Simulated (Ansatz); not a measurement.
```yaml
crystal:
  periodic: [false, false, false]
  atoms:
    - {symbol: O, position_ang: [-0.232692, -0.261405, 1.555388]}
    - {symbol: C, position_ang: [0.460579, -0.018066, 0.390660]}
    - {symbol: Cl, position_ang: [1.248185, -1.547848, -0.253601]}
    - {symbol: Zn, position_ang: [-0.471861, 0.702999, -1.164206]}
    - {symbol: F, position_ang: [-1.305961, 1.320367, -2.570897]}
    - {symbol: H, position_ang: [-1.005439, -0.803502, 1.374552]}
    - {symbol: H, position_ang: [1.307199, 0.607454, 0.668115]}
basis:
  gaussian: {orbitals: def2-mTZVPP, fitting: {mean_field: def2-universal-jkfit}}
magnetization: {spin_polarized: true, initial_magnetization: 1}
hamiltonian: {xc: {name: revPBE0}, dispersion: d3bj}
```

```sh
$ ansatz run in.yaml --threads 4 --pin off --events-out ev --progress --plain --max-ram 10444MiB
```

It prints (some lines left out):

```
Error: a molecule whose nuclei and cores have a total charge of 72 cannot have a net charge of 0 together with 1 unpaired electrons
```

(1) What is wrong with this run?

Results:

(1) The number of unpaired electrons doesn't fit the electron count. The input was rejected before any iteration.
